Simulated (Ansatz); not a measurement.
**Energy profile**

The step: SiH₃Br ([SiH3][Br]) + H₂S → SiH₄S ([SiH3][SH]) + HBr; bonds formed: Si1–S7, Br2–H6; bonds broken: Si1–Br2, H6–S7 (atoms numbered as in the saddle structure below).

```json
{"atom": "Si1", "x (Å)": "-0.2166", "y (Å)": "-0.1446", "z (Å)": "-0.8478"}
{"atom": "Br2", "x (Å)": "2.2049", "y (Å)": "-0.7268", "z (Å)": "0.1075"}
{"atom": "H3", "x (Å)": "-0.1977", "y (Å)": "-1.5036", "z (Å)": "-1.4192"}
{"atom": "H4", "x (Å)": "0.4726", "y (Å)": "1.0101", "z (Å)": "-1.4573"}
{"atom": "H5", "x (Å)": "-1.6659", "y (Å)": "0.2490", "z (Å)": "-0.9872"}
{"atom": "H6", "x (Å)": "0.7932", "y (Å)": "-0.0490", "z (Å)": "1.6180"}
{"atom": "S7", "x (Å)": "-0.5884", "y (Å)": "-0.0820", "z (Å)": "1.4659"}
{"atom": "H8", "x (Å)": "-0.8019", "y (Å)": "1.2469", "z (Å)": "1.5201"}
```

Electronic energies by CCSD(T) at an estimated basis limit (MP2 extrapolated from triple and quadruple zeta, plus CCSD(T) − MP2 in triple zeta), on PBE0-D4/def2-TZVP structures; SiH$_{5}$SBr, closed shell; no counterpoise correction. Computed with Ansatz 0.2.0 (basis: def2-TZVPP and def2-QZVPP); correlated methods freeze the cores. Filled d shells of the heavier atoms are correlated. The def2 sets are not built for correlating such inner shells, so the correlated values are less sure here. Extrapolation: Hartree–Fock as exp(−7.88 √X), correlation as X^−2.97.

**Question.** Give the profile in kcal/mol, counted from the separated reactants. (An estimate is asked for; the value comes from the calculation.)

**Answer.** Computed:
| point | kcal/mol |
| --- | --- |
| separated: SiH$_{3}$Br (linked as [SiH3][Br]; Si1, Br2, H3, H4, H5; singlet) + H$_{2}$S (H6, S7, H8; singlet) | 0.00 |
| start structure | -2.24 |
| saddle | 32.98 |
| end structure | 5.81 |
| separated: SiH$_{4}$S (linked as [SiH3][SH]; Si1, H3, H4, H5, S7, H8; singlet) + HBr (Br2, H6; singlet) | 9.00 |

No T1 diagnostic of these runs exceeds 0.011.

For scale, one of the runs: CCSD(T)/def2-TZVPP, 202 basis functions, launched by `ansatz run in.yaml --threads 4 --pin off --events-out ev --progress --plain --max-ram 9574MiB`. Time: 16 s of wall clock on 4 CPU threads of an Intel Xeon 6975P-C; the host was shared. Peak host memory: 2.5 GiB.
